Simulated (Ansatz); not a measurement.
The cluster Te₃Pt₂, relaxed as a singlet with RKS PBE-D4/def2-SVP in Ansatz, starting from the GFN1-xTB geometry. Force threshold 0.02 eV/Å.

In the def2 sets Pt, Te take a core potential; there is no spin–orbit coupling. The restricted singlet is unstable towards broken spin symmetry in Hartree–Fock (as tested in another run); at PBE-D4/def2-SVP this wasn't settled. Another isomer (singlet) lies 0.58 eV lower at PBE0-D4/def2-TZVP; other spin states weren't run for this one.

Start:

Cartesian coordinates in Å:
```
Pt -1.740 0.778 -0.071
Pt -1.383 -1.519 0.220
Te 0.198 1.725 -1.312
Te 1.841 0.798 0.633
Te 1.084 -1.783 0.530
```

Q: Estimate the energy that the relaxation releases and the steps that it takes.

A: 0.33 eV, in 12 steps; 63 s on 4 threads of Intel Xeon on a shared host. No frequencies were taken in this run, so the end may be a saddle point.

Q: Does the start keep its bonding?

A: By distances, no bond broke or formed. The bond that changes most is Pt1–Pt2, from 2.34 to 2.55 Å (atoms count from 1).

Q: Predict the relaxed structure.

A: 
```csv
atom,x (Å),y (Å),z (Å)
Pt1,-1.894,0.816,-0.320
Pt2,-1.352,-1.506,0.585
Te3,0.285,1.509,-1.239
Te4,1.913,0.839,0.937
Te5,1.048,-1.657,0.037
```
Bond lengths (bridged metal pairs left out): 2 × Te–Te 2.79 to 2.80 Å; 2 × Pt–Te 2.46 to 2.47 Å; 1 × Pt–Pt 2.55 Å.
